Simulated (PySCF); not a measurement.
Some computed properties have been withheld. Give your best values.

Species: C8H10F2 (charge -1 and doublet state).
SMILES: `FC(F)[C@@H]1C[C@@H]2[CH-][CH][C@H]1C2`

```tsv
property	level	value
point group	PBE0-D3(BJ)/def2-SVP	C1
rotational constants A, B, C	PBE0-D3(BJ)/def2-SVP	?
isotropic g value	unrestricted B3LYP/IGLO-III on C F, pcH-1 on H, mean-field spin–orbit	?
spin squared ⟨S²⟩	unrestricted B3LYP/IGLO-III on C F, pcH-1 on H	?
largest isotropic hyperfine couplings (means over sets of like nuclei)	unrestricted B3LYP/IGLO-III on C F, pcH-1 on H	13C +79.1, 13C +57.8, 13C +48.1, 13C +34.6, 1H +29.3 MHz
```

Gas-phase values; electronic properties from PySCF, density fitting. Isolated species at its PBE0-D3(BJ)/def2-SVP geometry (one conformer only). Whether the extra electron is bound in the gas phase wasn't checked; a finite basis holds it in any case. The geometry's basis has no diffuse functions, a weakness for an anion. The unpaired spin is shared among atoms: the largest Mulliken spin population is 0.53.

Problem. The rotational constants A, B, C?

Solution. 2.493, 1.052, 0.948 GHz.

Problem. Give the spin squared ⟨S²⟩.

Solution. 0.755.

Problem. Give the isotropic g value.

Solution. 2.00259.

At 9.50 GHz, hν = g·μB·B₀ (B₀ the magnetic field) puts the centre of the isotropic spectrum, to first order, at 338.9 mT. g_iso is shifted by about +270 ppm from the free-electron value 2.002319. ⟨S²⟩ is 0.005 above the pure-spin value S(S + 1) = 0.75. The rotational constants make it an asymmetric top with κ = (2B − A − C)/(A − C) = -0.86, nearer the prolate limit (−1). With B = h/(8π²I), that is 505.379 GHz u Å² over I, the principal moments of inertia are 202.7, 480.2 and 533.2 u Å² (most abundant isotopes).
